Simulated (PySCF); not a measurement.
Compound: C3H10O2Si2.
SMILES: `O=C(CC[SiH3])O[SiH3]`

Computed with PySCF 2.14.0, density-fitted response routines, TDDFT CAM-B3LYP/def2-SVPD, vertical, gas phase, core orbitals frozen in the response. One conformer (not necessarily the lowest) at the PBE0-D3(BJ)/def2-SVP geometry, without solvent, vibrations or thermal averaging. Torsions of this conformer, `[O:1]=[C:2]([CH2:3][CH2:4][SiH3:5])[O:6][SiH3:7]`: O1–C2–C3–C4 13°, C2–C3–C4–Si5 -54°, O1–C2–O6–Si7 2°.

Problem. List the vertical singlet excitations with oscillator strengths and describe the spectrum.

Solution. 

```csv
state,E (eV),λ (nm),f,|μ| (D),"main configurations (H = HOMO, L = LUMO)"
S1,5.96,208.2,0.0004,0.13,"H→L+1 (60%), H→L (15%)"
S2,7.75,160.1,0.039,1.16,"H→L (63%), H→L+1 (15%)"
S3,7.85,158.0,0.027,0.94,"H-1→L+1 (57%), H-1→L (34%)"
S4,8.07,153.6,0.020,0.81,"H-4→L (39%), H-2→L (17%)"
S5,8.14,152.4,0.051,1.29,"H-4→L+1 (32%), H→L+2 (19%), H-2→L+1 (16%)"
S6,8.19,151.5,0.011,0.59,"H-1→L+3 (31%), H-1→L+2 (22%), H-1→L (16%)"
S7,8.28,149.8,0.0016,0.22,"H-5→L+1 (24%), H-7→L+1 (21%), H-5→L (16%)"
S8,8.38,148.0,0.0027,0.29,"H-5→L (42%), H-5→L+1 (24%), H-5→L+2 (9%)"
S9,8.44,146.9,0.081,1.60,"H-4→L+1 (16%), H→L+3 (15%)"
S10,8.63,143.6,0.042,1.14,"H→L+2 (39%), H-2→L (10%)"
```

Triplets (Tamm–Dancoff): T1 5.46 eV, H→L+1 (59%), H→L (15%), H-3→L+1 (8%); T2 6.28 eV, H-4→L+1 (27%), H-6→L+1 (22%), H-2→L+1 (16%); T3 7.59 eV, H→L (66%), H→L+1 (13%); T4 7.61 eV, H-1→L+1 (43%), H-1→L (28%).

The lowest singlet lies at 5.96 eV (208 nm, ultraviolet) and is dark (f under 0.0005); its leading configuration is HOMO→LUMO+1 (60%). The strongest level in the table is S9 at 8.44 eV (147 nm, f = 0.081). Löwdin shares by element: HOMO oxygen 55%, silicon 11% or more, hydrogen 7% or more (atoms not listed hold the other 27%); LUMO silicon 22% or more, carbon 14% or more, oxygen 11% or more, hydrogen 7% or more (atoms not listed hold the other 46%). The listed states span 2.68 eV, and the widest gap between neighbours is 1.79 eV (S1 to S2). Orbital energies (eV): HOMO-3 -10.71, HOMO-2 -10.59, HOMO-1 -10.11, HOMO -9.79, LUMO 0.78, LUMO+1 0.93, LUMO+2 1.12. The oscillator strengths of these states sum to 0.276; summed over the whole spectrum of an exact calculation they would give the number of electrons, 72 (Thomas–Reiche–Kuhn). All these states lie below the vertical ionisation energy of 10.48 eV (ΔSCF). Singlets were solved by full linear response, triplets in the Tamm–Dancoff approximation.
